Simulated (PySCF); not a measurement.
Compound: C5H5F3N2.
SMILES: `FC(F)(F)Cc1ncc[nH]1`

A linear-response calculation (PySCF, def2-SVPD basis, gas phase, vertical, core orbitals frozen in the response) gave these numbers; the functional is withheld.

Orbital energies (eV): HOMO-3 -10.95, HOMO-2 -8.27, HOMO-1 -7.80, HOMO -6.66, LUMO -0.13, LUMO+1 0.24, LUMO+2 0.86.

```
state  E (eV)       f  main configurations (H = HOMO, L = LUMO)
   S1    5.88   0.035                    H→L (50%), H→L+1 (48%)
   S2    6.25   0.156        H→L (43%), H→L+1 (43%), H→L+2 (9%)
   S3    6.37  0.0018                 H-1→L (90%), H-1→L+1 (8%)
   S4    6.79   0.020                  H→L+2 (75%), H→L+3 (13%)
   S5    6.97   0.022     H→L+4 (38%), H→L+3 (36%), H-2→L (12%)
   S6    7.00   0.015     H→L+4 (56%), H-2→L (23%), H→L+3 (16%)
```

Triplets (Tamm–Dancoff): T1 4.40 eV, H→L (78%), H→L+1 (14%); T2 5.53 eV, H→L+3 (71%), H→L+2 (10%); T3 5.86 eV, H-1→L (72%), H-1→L+3 (14%), H-1→L+1 (8%); T4 5.89 eV, H→L+1 (82%), H→L (12%).

Vertical ionisation energy by ΔSCF with the same functional: 8.93 eV. Mean static polarisability: 73.7 au.

Question: Name the functional.
A. HF
B. PBE
C. CAM-B3LYP
D. B3LYP

Answer: D. B3LYP is a global hybrid with 20% exact exchange. In this run −ε(HOMO) = 6.66 eV differs from the ΔSCF value by -2.27 eV, and S1 differs from the orbital gap of 6.52 eV by -0.65 eV. The ratio −ε(HOMO)/IP is 0.75. Small neutral molecules mostly give 0.67 to 0.83 with B3LYP, 0.5 to 0.7 with PBE, 0.85 to 0.93 with CAM-B3LYP; with Hartree–Fock the ratio is 1 or more (Koopmans' value less the relaxation energy is the ΔSCF value). The other options: PBE, a GGA without exact exchange; HF, time-dependent Hartree–Fock, 100% exact exchange; CAM-B3LYP, range-separated, 19% exact exchange at short range and 65% at long range (ω = 0.33 bohr⁻¹).

Theory: TDDFT B3LYP/def2-SVPD, vertical, gas phase, core orbitals frozen in the response in PySCF 2.14.0, density-fitted response routines. Geometry: PBE0-D3(BJ)/def2-SVP, one conformer, isolated molecule.

Shape of the structure used: `[F:1][C:2]([F:3])([F:4])[CH2:5][c:6]1[n:7][cH:8][cH:9][nH:10]1`: F1–C2–C5–C6 179°, C2–C5–C6–N7 -130°.
